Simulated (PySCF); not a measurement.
# How methods differ on the excitation energy of Cu²⁺

Cu²⁺ [Ar] 3d9 (2D) → Cu²⁺ [Ar] 3d8 4p1 (high-spin determinant), as a difference of total energies. All numbers are calculated (PySCF 2.14, the spin-free X2C one-electron Hamiltonian (Gaussian nucleus), in aug-cc-pVDZ-DK). Correlated levels: valence: [Ar] frozen. The calculations carry no spin-orbit coupling.

```json
{"method": "UHF", "excitation energy (eV)": "13.142"}
{"method": "MP2 (valence)", "excitation energy (eV)": "15.185"}
{"method": "SCS-MP2 (valence)", "excitation energy (eV)": "15.067"}
{"method": "CCSD (valence)", "excitation energy (eV)": "14.708"}
{"method": "CCSD(T) (valence)", "excitation energy (eV)": "14.736"}
```

Question: How much does correlation contribute at CCSD(T) (valence)?

Answer: 14.736 − (13.142) = 1.594 eV, measured against UHF.

The determinant of the upper state mixes LS terms, which raises its energy above the lowest term, most at the Hartree-Fock and MP2 levels.
